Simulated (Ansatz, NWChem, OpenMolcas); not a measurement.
## A ladder of methods for CHF3O3S (triflic acid)

The species is CHF3O3S (9 atoms), meant as a singlet with charge 0. SMILES: `O=S(=O)(O)C(F)(F)F`. The shape is that of a PBE0-D4/def2-TZVP optimisation. This is one conformer, not always the lowest.

```xyz
9

O     1.4629   -0.5819    0.9857
S     0.2985   -0.7789    0.1944
O     0.1445   -1.8377   -0.7300
O    -0.9727   -0.7780    1.1281
C     0.0031    0.7967   -0.7252
F    -0.0766    1.8017    0.1382
F     1.0144    1.0041   -1.5475
F    -1.1209    0.7238   -1.4123
H    -0.7532   -0.3500    1.9686
```

Each level gives the energy change with the S2–C5 bond stretched from 1.848 to 2.403 Å (eV). The values are calculated.

| level | kind | program | value (eV) | less CCSD(T)/6-31G* | CPU time (all runs) |
| --- | --- | --- | --- | --- | --- |
| SVWN5/6-31G* (spherical functions) (restricted) | LDA | Ansatz | 1.24 | -0.10 | 18 s |
| BLYP/6-31G* (spherical functions) (restricted) | GGA | OpenMolcas | 0.80 | -0.54 | 2 min |
| revPBE/6-31G* (spherical functions) (restricted) | GGA | Ansatz | 0.86 | -0.48 | 26 s |
| r2SCAN/6-31G* (spherical functions) (restricted) | meta-GGA | Ansatz | 1.19 | -0.15 | 43 s |
| B3LYP/6-31G* (spherical functions) (restricted) | global hybrid | NWChem | 1.16 | -0.18 | 2.4 min |
| r2SCAN0/6-31G* (spherical functions) (restricted) | hybrid meta-GGA | Ansatz | 1.49 | +0.15 | 71 s |
| wB97M-V/6-31G* (spherical functions) (restricted) | range-separated hybrid | Ansatz | 1.51 | +0.17 | 4.1 min |
| B2PLYP/6-31G* (spherical functions) (restricted) | double hybrid | OpenMolcas | 1.30 | -0.04 | 91 s |
| MP2/6-31G* (spherical functions) (restricted) | perturbation theory | Ansatz | 1.42 | +0.08 | 23 s |
| CCSD(T)/6-31G* (spherical functions) (restricted) | coupled cluster or CI | Ansatz | 1.34 | 0.00 | 5.7 min |

CCSD(T)/6-31G* (spherical functions) (restricted) is the highest level here, not the true value. The first shape isn't each level's own minimum. The values span 0.80 to 1.51 eV. CPU times are rough (shared hosts, several kinds of processor): they show what a rung costs within a factor of a few.
